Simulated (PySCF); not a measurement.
**Computed properties of BBr₂, SMILES Br[B+]Br, charge +1**

BBr₂, SMILES Br[B+]Br, charge +1. Coordinates come from a TPSSh-D3(BJ)/def2-TZVP optimisation. One conformer was computed; it need not be the lowest. All values are computed for the isolated molecule unless a solvent is named; none is compared with measurement here.

**Structure.** The optimised structure has D∞h symmetry. All 4 harmonic modes at TPSSh-D3(BJ)/def2-TZVP (PySCF) are real, so it is a minimum. With heavy atoms numbered as in [B+:1]([Br:2])[Br:3], the shortest bond between them is B1–Br2 at 1.765 Å and the longest B1–Br3 at 1.765 Å.

**Vibrations.** The strongest infrared lines (harmonic, unscaled, degenerate partners summed) lie at 1272 cm⁻¹ (492 km/mol, B 94 %), 276 cm⁻¹ (12 km/mol, B 94 %). The softest mode is at 276 cm⁻¹ and the zero-point energy is 3.1 kcal/mol.

**Electronic structure.** M06-2X/def2-TZVPD (PySCF) places the frontier levels at -16.67 and -7.29 eV, a gap of 9.38 eV and a mean polarisability of 47.9 bohr³. PBE/def2-TZVPD (PySCF) at the same geometry gives -14.27 and -8.99 eV, so its gap is 4.10 eV narrower. An orbital gap is neither the optical nor the fundamental gap.

**Excitations.** TDA-B3LYP/def2-SVPD (PySCF) has S1 at 5.49 eV (226 nm, f = 0.000, dark); the most intense of the 10 singlets computed lies at 7.84 eV (f = 1.02). Strengths of degenerate partners are summed. T1 (TDA) is at 5.04 eV, 0.45 eV under S1. TDA-PBE/def2-SVPD (PySCF) puts S1 at 5.25 eV. No vertical singlet excitation falls in the visible range (under 3.1 eV).

**NMR.** GIAO shifts at PBE0/pcSseg-2 (PySCF) (non-relativistic, atoms alike by connectivity averaged): ¹¹B at 50.1 ppm against BF3. Without spin–orbit terms, shifts of atoms bonded to Cl or Br come out too high.
